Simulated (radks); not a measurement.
Values are calculated unless marked as measured or tabulated.
Q: Ionisation of the sulfur ion S7+, [He] 2s2 2p5, to [He] 2s2 2p4 as the strength of local exchange is varied. Code: a radial shooting solver on a logarithmic mesh with Libxc functionals. Model: non-relativistic Kohn-Sham, Slater X-alpha exchange (alpha = 2/3 is LDA exchange), no correlation, spin-unpolarised, spherical densities, point nucleus.

| alpha | E(S7+) (hartree) | exchange (hartree) | IE (eV) | -e of the level emptied (eV) | <r> of it (bohr) |
|---|---|---|---|---|---|
| 0.611 | -373.75059 | -17.48444 | 326.75 | 301.04 (2p) | 0.4227 |
| 0.73 | -377.16690 | -21.02456 | 334.68 | 308.87 (2p) | 0.4186 |
| 0.871 | -381.24323 | -25.27604 | 344.21 | 318.27 (2p) | 0.4138 |
| 0.924 | -382.78345 | -26.89007 | 347.84 | 321.84 (2p) | 0.4121 |
| 0.992 | -384.76596 | -28.97367 | 352.51 | 326.46 (2p) | 0.4098 |
| 0.994 | -384.82437 | -29.03517 | 352.65 | 326.59 (2p) | 0.4098 |
| 1.028 | -385.81843 | -30.08256 | 355.00 | 328.92 (2p) | 0.4086 |
| x | -375.35553 | -19.14490 | 330.47 | 304.71 (2p) | 0.4208 |

Which alpha was used in the last row?

A: alpha = 0.667. NIST Atomic Spectra Database: 328.79 eV (measured). The Delta-SCF value meets it near alpha = 0.64. Spin polarisation and multiplet splitting are left out, so open shells lie too high by an amount that depends on their filling.

Beside tabulated values, note that spin-unpolarised runs miss the spin-polarisation part of the exchange energy of open shells.
